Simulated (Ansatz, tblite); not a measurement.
Forces on NbSeCl₃ at its PBE0-D4/def2-SVP geometry. The state is a singlet with charge 0.

In the def2 sets Nb takes a core potential; there is no spin–orbit coupling. The xTB rows come from tblite.

GFN1-xTB (tblite), largest force 1.47 eV/Å:

```xyz
5
positions Å, forces eV/Å
Nb   -0.014   -0.013   -0.018   -0.798   -0.711   -1.006
Se    1.210    1.078    1.526    0.374    0.333    0.471
Cl   -0.275   -2.158    0.674    0.111    0.568   -0.110
Cl    1.104    0.065   -1.991   -0.227    0.023    0.543
Cl   -2.024    1.027   -0.190    0.540   -0.213    0.102
```

GFN2-xTB (tblite), largest force 1.50 eV/Å:

```
Nb -0.817 -0.728 -1.031
Se 0.535 0.476 0.674
Cl 0.049 0.751 -0.316
Cl -0.461 -0.071 0.669
Cl 0.695 -0.427 0.003
```

PBE-D4/def2-TZVP (Ansatz), largest force 0.67 eV/Å:

```
Nb -0.341 -0.304 -0.430
Se 0.366 0.326 0.462
Cl -0.003 -0.088 0.042
Cl 0.059 0.011 -0.077
Cl -0.081 0.054 0.003
```
